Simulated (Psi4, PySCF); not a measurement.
Here is a job for PySCF.
```python
from pyscf import gto, scf, mp

mol = gto.Mole()
mol.atom = '''
    F    -0.00000000   -0.00000000   -1.04610145
    Cl    0.00000000    0.00000000    0.55381842
'''
mol.basis = 'def2-tzvp'
mol.charge = 1
mol.spin = 1
mol.verbose = 4
mol.build()

mf = scf.UHF(mol)
mf.kernel()

pt = mp.MP2(mf, frozen=6)
pt.kernel()
print('E(MP2) = %.10f' % pt.e_tot)
```

### Question
Write the same job for Psi4.

### Answer
Several could match; the one computed here: 
```
memory 2 GB

molecule mol {
1 2
  F    -0.000000   -0.000000   -1.046101
  Cl    0.000000    0.000000    0.553818
}

set basis def2-tzvp
set reference uhf
set freeze_core true
set mp2_type conv
set scf_type pk
set puream true
set d_convergence 1e-8

energy('mp2')
print_variables()
```

Both were run: PySCF gave -558.875114 Eh and Psi4 -558.875114 Eh, 0.000 mEh apart.
